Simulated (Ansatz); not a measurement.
`O=C(O)C[SiH2]F` + `COB(F)OC` → `COB(F)[SiH2]F` + `COCC(=O)O`  (formal exchange of groups at the Si–C bond)

Gas-phase electronic energies from Ansatz, PBE0-D4/def2-TZVP geometries. CBS: MP2 limit from def2 TZ/QZ plus the TZ coupled-cluster correction, frozen cores. DFT in def2-TZVPP. One conformer a species, not always the lowest.

`O=C(O)C[SiH2]F`:

Z-matrix (Å, degrees):
```
C
Si 1 1.878
C 1 1.493 2 108.4
H 1 1.094 2 111.7 3 -120.9
H 1 1.094 2 111.7 3 120.9
F 2 1.606 1 106.6 3 180.0
H 2 1.479 1 111.4 3 63.1
H 2 1.479 1 111.4 3 -63.2
O 3 1.338 1 113.9 2 -179.9
O 3 1.206 1 123.5 2 0.1
H 9 0.968 3 106.8 1 -180.0
```

`COB(F)OC`:

Cartesian coordinates in Å:
```
C 0.549 2.060 0.275
O 1.033 0.907 0.934
B 0.554 -0.313 0.613
F 1.055 -1.360 1.275
O -0.394 -0.472 -0.339
C -0.912 -1.739 -0.693
H 0.735 2.008 -0.801
H -0.525 2.185 0.436
H 1.077 2.918 0.689
H -0.731 -1.910 -1.756
H -0.451 -2.542 -0.116
H -1.990 -1.742 -0.516
```

`COB(F)[SiH2]F`:

Z-matrix (Å, degrees):
```
C
O 1 1.416
H 1 1.091 2 108.4
H 1 1.091 2 108.5 3 118.0
H 1 1.091 2 112.2 3 -121.0
B 2 1.336 1 125.3 3 122.4
Si 6 2.039 2 130.6 1 -0.1
F 6 1.336 2 115.8 1 179.8
F 7 1.612 6 112.6 2 -1.1
H 7 1.486 6 110.4 2 118.9
H 7 1.486 6 110.4 2 -121.0
```

`COCC(=O)O`:

Z-matrix (Å, degrees):
```
C
O 1 1.407
H 1 1.089 2 107.1
H 1 1.098 2 111.0 3 118.9
H 1 1.096 2 111.8 3 -119.1
C 2 1.388 1 113.5 3 -176.5
C 6 1.517 2 116.7 1 -76.2
H 6 1.094 2 107.6 1 164.9
H 6 1.099 2 112.5 1 47.3
O 7 1.200 6 122.8 2 171.3
O 7 1.338 6 113.8 2 -10.2
H 11 0.968 7 106.2 6 -178.5
```

CCSD(T)/CBS gives +2.53 eV.

Another level gave +2.41 eV. Which?
A. SCS-MP2/def2-TZVPP
B. B2PLYP/def2-TZVPP
C. PBE0/def2-TZVPP
D. PBE/def2-TZVPP

C. PBE0 2.41, PBE 2.27, SCS-MP2/def2-TZVPP 2.56, B2PLYP 2.50 eV.

Largest T1 diagnostic among the species: 0.014.

From PBE to PBE0 (25 % exact exchange), in def2-TZVPP and without D4, ΔE moves by +0.14 eV. In def2-TZVPP, CCSD(T) changes the Hartree–Fock value by −0.14 eV (the triples alone add −0.04 eV) and MP2 by −0.04 eV.
